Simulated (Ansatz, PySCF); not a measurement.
Breaking the N6–H7 bond in CH5MgN (SMILES [CH3][Mg][NH2]) (multiplicity 1 held, fragments rigid). Energies count from the point at 1.011 Å.
Geometry at that point (charge 0, multiplicity 1):
```xyz
8

Mg     0.008    -0.047     0.030
C     -0.280     1.674    -1.111
H     -1.046     2.320    -0.674
H     -0.602     1.433    -2.128
H      0.637     2.264    -1.189
N      0.270    -1.611     1.070
H      0.883    -2.384     0.851
H     -0.178    -1.831     1.949
```

R- and RO- levels are restricted; in cc, def2 and unpolarised 6-31G sets they are followed outwards from rest. U- levels take the lowest unrestricted solution at each point, which mixes spins at long bonds. Curves can end on different states.

Correlated levels freeze the cores. Rows in 6-31G* carry no dispersion term and start afresh at each structure (6-31G* with six Cartesian d functions).

The values were computed with Ansatz (Gaussian orbitals); PySCF for 6-31G* rows. 

Energies in kcal/mol.

| R (Å) | R-HF/6-31G* | R-B3LYP/def2-TZVPP | U-B3LYP/def2-TZVPP | R-SCS-MP2/def2-TZVPP |
|---|---|---|---|---|
| 0.808 | 33.3 | 33.2 | 33.2 | 33.5 |
| 0.910 | 5.9 | 6.5 | 6.5 | 6.5 |
| 1.011 | 0.0 | 0.0 | 0.0 | 0.0 |
| 1.112 | 5.5 | 4.3 | 4.3 | 4.5 |
| 1.213 | 16.8 | 14.1 | 14.1 | 14.6 |
| 1.364 | 38.2 | 32.9 | 32.9 | 34.0 |
| 1.516 | 60.4 | 52.6 | 52.6 | 54.3 |
| 1.769 | 94.4 | 82.0 | 82.0 | 84.9 |
| 2.021 | 123.2 | 105.7 | 102.7 | 109.2 |
| 2.324 | 151.1 | 126.9 | 113.7 | 130.4 |
| 2.729 | 179.0 | 146.0 | 114.8 | 147.1 |
| 3.234 | 203.6 | 160.2 | 115.1 | 153.9 |

Doubts at one or more of the structures used: a restricted determinant that unrestricted orbitals would lower (R-HF/6-31G*, R-B3LYP/def2-TZVPP, R-SCS-MP2/def2-TZVPP); a spin-contaminated determinant (U-B3LYP/def2-TZVPP).

Ansatz is an electronic-structure program.
